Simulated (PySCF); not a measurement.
Stepwise substitution at one centre (Ga F-NH2). All species are isolated molecules in the gas phase. One relaxed conformer stands for each flexible species; it need not be the lowest. Strings in code marks are SMILES.

Method: B3LYP-D3(BJ)/def2-TZVP // PBE0-D4/def2-TZVP in PySCF. B3LYP has the VWN-RPA correlation part, as in Gaussian. 

| species | S1 oscillator strength | LUMO (eV) |
|---|---|---|
| 0 of 3 F replaced by NH2 (`[F][Ga]([F])[F]`) | 0.000 | -2.78 |
| 1 of 3 F replaced by NH2 (`[NH2][Ga]([F])[F]`) | 0.037 | -1.55 |
| 2 of 3 F replaced by NH2 (`[NH2][Ga]([NH2])[F]`) | 0.011 | -0.69 |
| 3 of 3 F replaced by NH2 | 0.009 | -0.18 |
